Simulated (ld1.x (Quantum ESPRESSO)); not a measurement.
**Building the PAW potential for gadolinium (PW91, scalar-relativistic).**

The input file (ld1.x (Quantum ESPRESSO) 7.5):

```
&input
   title='Gd', zed=64., rel=1, dft='PW91', iswitch=3,
   config='[Xe] 4f7 5d1 6s2 6p0',
   nld=4, rlderiv=2.60, eminld=-6.0, emaxld=5.0, deld=0.02
 /
 &inputp
   pseudotype=3, lpaw=.true., tm=.true., lloc=-2, rcloc=2.15,
   nlcc=.true., new_core_ps=.true., rcore=0.95,
   which_augfun='PSQ', rmatch_augfun_nc=.true.,
   file_pseudopw='Gd.UPF', file_wfcaegen='ae.wfc', file_wfcncgen='nc.wfc', file_beta='beta', file_chi='chi', file_wfcusgen='us.wfc'
 /
8
5S  1  0   2.00   0.00  1.90  2.00  0.0
6S  2  0   2.00   0.00  1.90  2.00  0.0
5P  2  1   6.00   0.00  2.15  2.40  0.0
6P  3  1   0.00   0.00  2.15  2.40  0.0
5D  3  2   1.00   0.00  1.75  2.30  0.0
5D  3  2   0.00   1.95  1.75  2.30  0.0
4F  4  3   7.00   0.00  1.05  1.10  0.0
4F  4  3   0.00   4.60  1.05  1.10  0.0
 &test
   configts(1)='4f7 5s2 5p6 5d1 6s2 6p0'
 /
```

Command:

```bash
ld1.x < Gd.in > Gd.out
```

Resulting log (shortened: banner, matrices, multipoles, cross overlaps and the repeated all-electron block are left out):

```
Program LD1 v.7.5
     --------------------------- All-electron run ----------------------------

     Gd
     scalar relativistic calculation

     atomic number is 64.00
     dft =PW91   lsd =0 sic =0 latt =0  beta=0.20 tr2=1.0E-14
     Exchange-correlation= PW91
                           (   1   4   2   2   0   0   0)
     mesh =1263 r(mesh) = 101.10069 a.u. xmin = -7.00 dx = 0.01250
     1 Ry =  13.60569312 eV, c = 137.03599908

     n l     nl                  e(Ry)          e(Ha)          e(eV)
     1 0     1S 1( 2.00)     -3683.0018     -1841.5009    -50109.7921
     2 0     2S 1( 2.00)      -608.1185      -304.0592     -8273.8735
     2 1     2P 1( 6.00)      -541.1561      -270.5780     -7362.8035
     3 0     3S 1( 2.00)      -134.8123       -67.4062     -1834.2152
     3 1     3P 1( 6.00)      -114.0714       -57.0357     -1552.0200
     4 0     4S 1( 2.00)       -27.1522       -13.5761      -369.4250
     4 1     4P 1( 6.00)       -20.3155       -10.1577      -276.4059
     3 2     3D 1(10.00)       -86.6945       -43.3473     -1179.5392
     5 0     5S 1( 2.00)        -3.6595        -1.8298       -49.7901
     5 1     5P 1( 6.00)        -2.0067        -1.0034       -27.3028
     4 2     4D 1(10.00)       -10.8598        -5.4299      -147.7549
     4 3     4F 1( 7.00)        -0.6434        -0.3217        -8.7532
     5 2     5D 1( 1.00)        -0.1894        -0.0947        -2.5771
     6 0     6S 1( 2.00)        -0.3062        -0.1531        -4.1664
     6 1     6P 1( 0.00)        -0.1004        -0.0502        -1.3660

     final scf error:  5.6E-15 reached in  38 iterations

     Etot =  -22544.864830 Ry,  -11272.432415 Ha, -306738.512381 eV

     Ekin =   24210.609050 Ry,   12105.304525 Ha,  329402.117058 eV
     Encl =  -54993.869349 Ry,  -27496.934675 Ha, -748229.710014 eV
     Eh   =    8738.063207 Ry,    4369.031604 Ha,  118887.406488 eV
     Exc  =    -499.667738 Ry,    -249.833869 Ha,   -6798.325913 eV

     normalization and overlap integrals

     s(1S/1S) =  1.000000  <r> =   0.0219  <r2> =    0.0007  r(max) =   0.0140
     s(2S/2S) =  1.000000  <r> =   0.0933  <r2> =    0.0103  r(max) =   0.0794
     s(2P/2P) =  1.000000  <r> =   0.0824  <r2> =    0.0083  r(max) =   0.0642
     s(3S/3S) =  1.000000  <r> =   0.2444  <r2> =    0.0682  r(max) =   0.2239
     s(3P/3P) =  1.000000  <r> =   0.2430  <r2> =    0.0684  r(max) =   0.2212
     s(4S/4S) =  1.000000  <r> =   0.5528  <r2> =    0.3448  r(max) =   0.5174
     s(4P/4P) =  1.000000  <r> =   0.5851  <r2> =    0.3893  r(max) =   0.5372
     s(3D/3D) =  1.000000  <r> =   0.2212  <r2> =    0.0575  r(max) =   0.1811
     s(5S/5S) =  1.000000  <r> =   1.3321  <r2> =    1.9962  r(max) =   1.1956
     s(5P/5P) =  1.000000  <r> =   1.5610  <r2> =    2.7702  r(max) =   1.3547
     s(4D/4D) =  1.000000  <r> =   0.6359  <r2> =    0.4690  r(max) =   0.5577
     s(4F/4F) =  1.000000  <r> =   0.8658  <r2> =    0.9892  r(max) =   0.5647
     s(5D/5D) =  1.000000  <r> =   2.8444  <r2> =   10.0503  r(max) =   1.9711
     s(6S/6S) =  1.000000  <r> =   3.9815  <r2> =   18.0442  r(max) =   3.3741
     s(6P/6P) =  1.000000  <r> =   5.6801  <r2> =   37.2515  r(max) =   4.5545

     ------------------------ End of All-electron run ------------------------

     --------------------- Generating PAW atomic setup --------------------

      Generating local potential from pseudized AE potential:
      Matching radius rcloc =   2.1500
      Enforcing V''(0)=0 (lloc=-2)

      Local pseudo, rcloc= 2.151 Estimated cut-off energy=     6.93 Ry

      Computing core charge for nlcc:

       r > 0.95 : true rho core
      Core charge pseudized with two Bessel functions
      Integrated core pseudo-charge :  21.26
      Wfc-us  5S rcutus= 1.996  Estimated cut-off energy=    13.61 Ry
      Wfc-us  6S rcutus= 1.996  Estimated cut-off energy=    26.82 Ry
      Wfc-us  5P rcutus= 2.378  Estimated cut-off energy=    15.02 Ry
      Wfc-us  6P rcutus= 2.378  Estimated cut-off energy=    27.43 Ry
      Wfc-us  5D rcutus= 2.319  Estimated cut-off energy=    20.93 Ry
      Wfc-us  5D rcutus= 2.319  Estimated cut-off energy=    33.00 Ry
      Wfc-us  4F rcutus= 1.095  Estimated cut-off energy=   131.34 Ry
      Wfc-us  4F rcutus= 1.095  Estimated cut-off energy=   220.29 Ry

     Required augmentation: PSQ   radius:    2.400000
      Problem with multipole  5  2:  8  3 l3=  1     -0.0000354

     Q pseudized with Bessel functions
     Expected ecutrho=     555.7079 due to l1=  3   l2=  3

     Estimated PAW energy = -685.580782 Ryd

     ------------------- End of pseudopotential generation -------------------

     Computing logarithmic derivative in   2.61140
     Computing logarithmic derivative in   2.61140
     Computing the partial wave expansion
     R is outside the sphere for l=    0 j= 0.00
     R is outside the sphere for l=    0 j= 0.00
     R is outside the sphere for l=    1 j= 0.00
     R is outside the sphere for l=    1 j= 0.00
     R is outside the sphere for l=    2 j= 0.00
     R is outside the sphere for l=    2 j= 0.00
     R is outside the sphere for l=    3 j= 0.00
     R is outside the sphere for l=    3 j= 0.00

     ---------------------- Testing the pseudopotential ----------------------

     Gd
     scalar relativistic calculation

     atomic number is 64.00   valence charge is 18.00
     dft = SLA  PW   GGX  GGC   lsd =0 sic =0 latt =0  beta=0.20 tr2=1.0E-14
     mesh =1263 r(mesh) = 101.10069 xmin = -7.00 dx = 0.01250

     n l     nl             e AE (Ry)        e PS (Ry)    De AE-PS (Ry)
     4 3     4F   1( 7.00)       -0.64335       -0.64329       -0.00006
     1 0     5S   1( 2.00)       -3.65950       -3.65947       -0.00004
     2 1     5P   1( 6.00)       -2.00672       -2.00669       -0.00003
     3 2     5D   1( 1.00)       -0.18941       -0.18940       -0.00001
     2 0     6S   1( 2.00)       -0.30622       -0.30622       -0.00001
     3 1     6P   1( 0.00)       -0.10040       -0.10040       -0.00000

     eps = 5.3E-15  iter =  6

     Etot =  -22544.864830 Ry,  -11272.432415 Ha, -306738.512381 eV
     Etotps =  -685.580778 Ry,    -342.790389 Ha,   -9327.801682 eV

     Ekin =     423.058553 Ry,     211.529276 Ha,    5756.004840 eV
     Encl =    -812.482464 Ry,    -406.241232 Ha,  -11054.387078 eV
     Ehrt =     203.510987 Ry,     101.755493 Ha,    2768.908031 eV
     Ecxc =    -499.667853 Ry,    -249.833927 Ha,   -6798.327475 eV
     (Ecc =     -69.510333 Ry,     -34.755166 Ha,    -945.736257 eV)

     ---------------------- End of pseudopotential test ----------------------
```

Generation and configuration tests took about 2.2 s on one core of a shared server CPU.

Transferability test of the new file with ld1.x, input:

```
&input
   title='Gd', zed=64., rel=1, dft='PW91', iswitch=2,
   config='[Xe] 4f7 5d1 6s2 6p0'
 /
 &test
   file_pseudo='Gd.UPF', nconf=8,
   configts(1)='4f7 5s2 5p6 5d1 6s2 6p0',
   configts(2)='4f7 5s2 5p6 5d1 6s1 6p0',
   configts(3)='4f7 5s2 5p6 5d1 6s0 6p0',
   configts(4)='4f7 5s2 5p6 5d0 6s0 6p0',
   configts(5)='4f7 5s2 5p6 5d1.5 6s1.5 6p0',
   configts(6)='4f8 5s2 5p6 5d0 6s2 6p0',
   configts(7)='4f8 5s2 5p6 5d0 6s1 6p0',
   configts(8)='4f7 5s2 5p6 5d0 6s2 6p0'
 /
```

```bash
ld1.x < Gd.test.in > Gd.test.out
```

Pseudopotential blocks of its output, shortened (energy terms left out):

```
     ---------------------- Testing the pseudopotential ----------------------

     n l     nl             e AE (Ry)        e PS (Ry)    De AE-PS (Ry)
     4 3     4F   1( 7.00)       -0.64335       -0.64329       -0.00006
     1 0     5S   1( 2.00)       -3.65950       -3.65947       -0.00004
     2 1     5P   1( 6.00)       -2.00672       -2.00669       -0.00003
     3 2     5D   1( 1.00)       -0.18941       -0.18940       -0.00001
     2 0     6S   1( 2.00)       -0.30622       -0.30622       -0.00001
     3 1     6P   1( 0.00)       -0.10040       -0.10040       -0.00000

     eps = 3.8E-15  iter =  7

     Etot =  -22544.864830 Ry,  -11272.432415 Ha, -306738.512381 eV
     Etotps =  -685.580777 Ry,    -342.790389 Ha,   -9327.801667 eV

     ---------------------- End of pseudopotential test ----------------------

          ---------------------- Testing the pseudopotential ----------------------

     n l     nl             e AE (Ry)        e PS (Ry)    De AE-PS (Ry)
     4 3     4F   1( 7.00)       -1.11010       -1.10963       -0.00047
     1 0     5S   1( 2.00)       -4.12672       -4.12665       -0.00007
     2 1     5P   1( 6.00)       -2.47330       -2.47327       -0.00003
     3 2     5D   1( 1.00)       -0.62157       -0.62158        0.00001
     2 0     6S   1( 1.00)       -0.68476       -0.68473       -0.00002
     3 1     6P   1( 0.00)       -0.42379       -0.42382        0.00003

     eps = 8.1E-15  iter =  9

     Etot =  -22544.373145 Ry,  -11272.186573 Ha, -306731.822663 eV
     Etotps =  -685.088965 Ry,    -342.544483 Ha,   -9321.110226 eV
     dEtot_ae =       0.491685 Ry
     dEtot_ps =       0.491812 Ry,   Delta E=      -0.000127 Ry

     ---------------------- End of pseudopotential test ----------------------

          ---------------------- Testing the pseudopotential ----------------------

     n l     nl             e AE (Ry)        e PS (Ry)    De AE-PS (Ry)
     4 3     4F   1( 7.00)       -1.65777       -1.65677       -0.00101
     1 0     5S   1( 2.00)       -4.67479       -4.67477       -0.00002
     2 1     5P   1( 6.00)       -3.01754       -3.01757        0.00003
     3 2     5D   1( 1.00)       -1.11981       -1.11988        0.00007
     2 0     6S   1( 0.00)       -1.11077       -1.11078        0.00001
     3 1     6P   1( 0.00)       -0.79996       -0.80013        0.00017

     eps = 7.6E-15  iter = 14

     Etot =  -22543.482088 Ry,  -11271.741044 Ha, -306719.699214 eV
     Etotps =  -684.197691 Ry,    -342.098845 Ha,   -9308.983818 eV
     dEtot_ae =       1.382742 Ry
     dEtot_ps =       1.383086 Ry,   Delta E=      -0.000344 Ry

     ---------------------- End of pseudopotential test ----------------------

          ---------------------- Testing the pseudopotential ----------------------

     n l     nl             e AE (Ry)        e PS (Ry)    De AE-PS (Ry)
     4 3     4F   1( 7.00)       -2.48379       -2.48291       -0.00088
     1 0     5S   1( 2.00)       -5.49567       -5.49583        0.00016
     2 1     5P   1( 6.00)       -3.81620       -3.81635        0.00015
     3 2     5D   1( 0.00)       -1.82219       -1.82222        0.00004
     2 0     6S   1( 0.00)       -1.67166       -1.67185        0.00019
     3 1     6P   1( 0.00)       -1.27306       -1.27344        0.00038

     eps = 4.6E-16  iter = 10

     Etot =  -22542.017893 Ry,  -11271.008947 Ha, -306699.777830 eV
     Etotps =  -682.733205 Ry,    -341.366602 Ha,   -9289.058471 eV
     dEtot_ae =       2.846937 Ry
     dEtot_ps =       2.847572 Ry,   Delta E=      -0.000635 Ry

     ---------------------- End of pseudopotential test ----------------------

          ---------------------- Testing the pseudopotential ----------------------

     n l     nl             e AE (Ry)        e PS (Ry)    De AE-PS (Ry)
     4 3     4F   1( 7.00)       -0.58682       -0.58659       -0.00023
     1 0     5S   1( 2.00)       -3.60201       -3.60195       -0.00007
     2 1     5P   1( 6.00)       -1.95338       -1.95335       -0.00003
     3 2     5D   1( 1.50)       -0.15740       -0.15742        0.00002
     2 0     6S   1( 1.50)       -0.28799       -0.28797       -0.00002
     3 1     6P   1( 0.00)       -0.09193       -0.09195        0.00002

     eps = 4.2E-15  iter = 11

     Etot =  -22544.802936 Ry,  -11272.401468 Ha, -306737.670272 eV
     Etotps =  -685.518814 Ry,    -342.759407 Ha,   -9326.958611 eV
     dEtot_ae =       0.061894 Ry
     dEtot_ps =       0.061963 Ry,   Delta E=      -0.000070 Ry

     ---------------------- End of pseudopotential test ----------------------
```

The test run then stopped with an error in new_paw_hamiltonian: “negative rho”.
